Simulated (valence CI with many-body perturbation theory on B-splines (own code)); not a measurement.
Level structure of W⁶⁸⁺

Computed by valence CI with perturbative core correlation (CI+MBPT): four valence electrons over a frozen Dirac-Fock core [He], radial functions for each j: 11 s, 11 p, 10 d, 8 f, 5 g, 2 h, with the one-electron correlation potential Σ1 (screened to all orders), the two-electron term Σ2, the three-electron term Σ3, Breit, model QED; selected single and double excitations, second order for the rest, scaled by the run's own slope (own B-spline code, finite nucleus).

No measured spectrum was set against this ion. As an estimate, large intervals hold to a few tenths of a per cent, small ones and those within an open d or f shell to about a per cent. Among the levels kept, up to 1300 cm⁻¹ of a level comes from second order outside the variational space, and about a tenth of that is noise between levels of different J, which matters for small intervals.

Levels 46 to 90 of 219, with energies above the lowest level, (2s^2 2p1/2^2) J=0. "Leading %" is the weight of the configuration and term that name the level; weights of strongly mixed levels are sums over their largest components and can fall short. In the jj column 3d3/2^4 stands for four electrons in 3d with j = 3/2.

| No. | Configuration | Term | J | E (Ry) | Leading % | g | Leading jj |
| --- | --- | --- | --- | --- | --- | --- | --- |
| 46 | 2s 2p2 3s | 3P | 1 | 888.62 | 65 | 1.543 | 2s 2p1/2 2p3/2 3s (98 %) |
| 47 | 2s 2p2 3s | 3D | 3 | 889.39 | 63 | 1.418 | 2s 2p1/2 2p3/2 3s (99 %) |
| 48 | 2s 2p2 3s | 3P | 2 | 891.34 | 38 | 1.207 | 2s 2p1/2 2p3/2 3s (99 %) |
| 49 | 2s 2p2 3p | 5P° | 1 | 893.32 | 39 | 1.858 | 2s 2p1/2 2p3/2 3p1/2 (100 %) |
| 50 | 2s 2p2 3p | 5D° | 2 | 894.12 | 46 | 1.328 | 2s 2p1/2 2p3/2 3p1/2 (100 %) |
| 51 | 2s 2p2 3s | 3P | 0 | 895.38 | 99 |  | 2s 2p1/2 2p3/2 3s (99 %) |
| 52 | 2s 2p2 3s | 1P | 1 | 895.48 | 45 | 0.874 | 2s 2p1/2 2p3/2 3s (99 %) |
| 53 | 2s 2p2 3s | 3P | 1 | 895.92 | 73 | 1.452 | 2s 2p1/2 2p3/2 3s (99 %) |
| 54 | 2s 2p2 3s | 1D | 2 | 896.16 | 39 | 1.194 | 2s 2p1/2 2p3/2 3s (99 %) |
| 55 | 2s 2p2 3p | 3D° | 3 | 896.40 | 33 | 1.199 | 2s 2p1/2 2p3/2 3p1/2 (100 %) |
| 56 | 2s 2p2 3p | 3P° | 2 | 899.29 | 43 | 1.457 | 2s 2p1/2 2p3/2 3p1/2 (99 %) |
| 57 | 2s 2p2 3p | 3P° | 0 | 901.64 | 49 |  | 2s 2p1/2 2p3/2 3p1/2 (99 %) |
| 58 | 2s 2p2 3p | 3D° | 1 | 901.72 | 59 | 0.887 | 2s 2p1/2 2p3/2 3p1/2 (99 %) |
| 59 | 2s 2p2 3p | 3F° | 2 | 901.91 | 45 | 0.902 | 2s 2p1/2 2p3/2 3p1/2 (100 %) |
| 60 | 2s 2p2 3p | 1P° | 1 | 905.50 | 29 | 1.120 | 2s 2p1/2 2p3/2 3p1/2 (99 %) |
| 61 | 2s2 2p 3p | 3D | 3 | 909.82 | 98 | 1.309 | 2s^2 2p3/2 3p3/2 (98 %) |
| 62 | 2s2 2p 3p | 1P | 1 | 909.87 | 54 | 1.321 | 2s^2 2p3/2 3p3/2 (98 %) |
| 63 | 2s2 2p 3p | 3P | 2 | 912.13 | 64 | 1.302 | 2s^2 2p3/2 3p3/2 (98 %) |
| 64 | 2s2 2p 3p | 1S | 0 | 914.14 | 66 |  | 2s^2 2p3/2 3p3/2 (98 %) |
| 65 | 2s2 2p 3d | 3D° | 2 | 916.52 | 50 | 1.021 | 2s^2 2p3/2 3d3/2 (98 %) |
| 66 | 2p3 3s | 3P° | 2 | 916.79 | 47 | 1.476 | 2p1/2^2 2p3/2 3s (96 %) |
| 67 | 2s2 2p 3d | 3F° | 3 | 917.13 | 53 | 1.061 | 2s^2 2p3/2 3d3/2 (97 %) |
| 68 | 2s2 2p 3d | 3P° | 1 | 917.43 | 56 | 1.065 | 2s^2 2p3/2 3d3/2 (98 %) |
| 69 | 2p3 3s | 1P° | 1 | 917.48 | 31 | 1.150 | 2p1/2^2 2p3/2 3s (95 %) |
| 70 | 2s2 2p 3d | 3P° | 0 | 917.75 | 98 |  | 2s^2 2p3/2 3d3/2 (98 %) |
| 71 | 2p3 3p | 3P | 1 | 923.36 | 32 | 1.471 | 2p1/2^2 2p3/2 3p1/2 (97 %) |
| 72 | 2p3 3p | 3D | 2 | 923.45 | 25 | 1.150 | 2p1/2^2 2p3/2 3p1/2 (97 %) |
| 73 | 2s2 2p 3d | 3F° | 4 | 923.64 | 95 | 1.231 | 2s^2 2p3/2 3d5/2 (95 %) |
| 74 | 2s 2p2 3p | 5D° | 3 | 924.30 | 50 | 1.476 | 2s 2p1/2 2p3/2 3p3/2 (98 %) |
| 75 | 2s2 2p 3d | 3P° | 2 | 924.61 | 42 | 1.226 | 2s^2 2p3/2 3d5/2 (94 %) |
| 76 | 2s 2p2 3p | 3P° | 1 | 925.15 | 27 | 1.543 | 2s 2p1/2 2p3/2 3p3/2 (98 %) |
| 77 | 2s2 2p 3d | 3D° | 3 | 925.92 | 62 | 1.207 | 2s^2 2p3/2 3d5/2 (94 %) |
| 78 | 2s 2p2 3p | 3D° | 2 | 926.37 | 44 | 1.400 | 2s 2p1/2 2p3/2 3p3/2 (95 %) |
| 79 | 2s2 2p 3d | 1P° | 1 | 926.90 | 60 | 1.077 | 2s^2 2p3/2 3d5/2 (97 %) |
| 80 | 2s 2p2 3p | 3P° | 0 | 927.37 | 79 |  | 2s 2p1/2 2p3/2 3p3/2 (100 %) |
| 81 | 2s 2p2 3p | 3F° | 4 | 927.41 | 60 | 1.307 | 2s 2p1/2 2p3/2 3p3/2 (95 %) |
| 82 | 2s 2p2 3p | 3P° | 2 | 928.45 | 51 | 1.382 | 2s 2p1/2 2p3/2 3p3/2 (98 %) |
| 83 | 2s 2p2 3p | 3D° | 3 | 929.34 | 53 | 1.267 | 2s 2p1/2 2p3/2 3p3/2 (98 %) |
| 84 | 2s 2p2 3p | 1P° | 1 | 929.59 | 40 | 1.145 | 2s 2p1/2 2p3/2 3p3/2 (97 %) |
| 85 | 2s 2p2 3d | 5F | 2 | 930.47 | 44 | 1.141 | 2s 2p1/2 2p3/2 3d3/2 (99 %) |
| 86 | 2s 2p2 3d | 5D | 1 | 930.69 | 48 | 1.149 | 2s 2p1/2 2p3/2 3d3/2 (100 %) |
| 87 | 2s 2p2 3d | 5D | 0 | 930.82 | 82 |  | 2s 2p1/2 2p3/2 3d3/2 (100 %) |
| 88 | 2s 2p2 3d | 5F | 3 | 931.21 | 49 | 1.152 | 2s 2p1/2 2p3/2 3d3/2 (98 %) |
| 89 | 2s 2p2 3p | 3D° | 2 | 933.28 | 38 | 1.342 | 2s 2p1/2 2p3/2 3p3/2 (99 %) |
| 90 | 2s 2p2 3p | 3D° | 3 | 933.47 | 46 | 1.164 | 2s 2p1/2 2p3/2 3p3/2 (99 %) |

Where two levels of one J and parity lie close, their mixing, g and order are uncertain.
